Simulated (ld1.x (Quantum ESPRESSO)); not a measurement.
## Co PAW: all-electron and pseudo phase curves

ld1.x (Quantum ESPRESSO) 7.5 input, shortened:

```
&input
   title='Co', zed=27., rel=2, dft='BLYP', iswitch=3,
   config='[Ar] 3d7 4s2 4p0', rel_dist='average'
 /
 &inputp
   pseudotype=3, lpaw=.true., tm=.true., lloc=-2, rcloc=1.45,
   nlcc=.true., new_core_ps=.true.,
   which_augfun='BESSEL', rmatch_augfun=0.85
 /
6
4S  1  0   2.00   0.00  1.75  2.40  0.0
4S  1  0   0.00   1.15  1.75  2.40  0.0
3P  2  1   6.00   0.00  1.15  1.45  0.0
4P  3  1   0.00   0.00  1.15  1.45  0.0
3D  3  2   7.00   0.00  1.55  1.95  0.0
3D  3  2   0.00   1.10  1.55  1.95  0.0
 &test
   configts(1)='3p6 3d7 4s2 4p0'
 /
```

Open shells are filled in proportion to 2j + 1 (rel_dist='average').

The phase is arctan(r·u′/u) with u = r·R(r), unwrapped; energies in Ry, scanned from -7 to 5 Ry. A pole is an energy at which the radial function vanishes at the test radius. The pseudo phase is shifted by a multiple of π to meet the all-electron one at the reference energy, and phase errors are pseudo minus all-electron; the curves can meet again beyond the range given. Levels narrower than the energy grid can be missing from the lists of poles.

Problem. For each channel, where are the poles, and over which energies does the pseudopotential scatter like the atom?

Solution.

```csv
channel,radius (bohr),reference energy (Ry),"poles, all-electron","poles, pseudo",unbroken range about the reference energy with phases within 0.05 rad,phase error 1 Ry above the reference energy (rad)
s,2.61,-0.40,1.30,"1.30, 4.57",below 3.6,-0.000
p1/2,2.61,-0.09,"-4.89, 2.27","-4.89, 2.27",the whole range,-0.000
p3/2,2.61,-0.09,"-4.75, 2.33","-4.75, 2.33",the whole range,-0.000
d3/2,2.61,-0.60,"-0.50, 4.07","-0.50, 4.31",the whole range,+0.001
d5/2,2.61,-0.59,"-0.48, 4.09","-0.48, 4.32",the whole range,+0.001
```

The ghost test of this file was not conclusive.

Phases in the p3/2 channel:

```csv
E (Ry),all-electron,pseudo
-7.00,1.420,1.420
-6.48,1.414,1.414
-5.96,1.406,1.406
-5.44,1.396,1.396
-4.92,1.371,1.371
-4.40,-1.755,-1.755
-3.88,-1.773,-1.773
-3.36,-1.792,-1.792
-2.84,-1.815,-1.815
-2.32,-1.846,-1.846
-1.80,-1.890,-1.890
-1.28,-1.962,-1.962
-0.76,-2.098,-2.098
-0.24,-2.444,-2.444
0.28,-3.464,-3.464
0.80,-4.265,-4.265
1.32,-4.525,-4.525
1.84,-4.644,-4.644
2.36,-4.716,-4.717
2.88,-4.772,-4.773
3.40,-4.825,-4.826
3.92,-4.885,-4.886
4.44,-4.968,-4.971
4.96,-5.115,-5.124
```
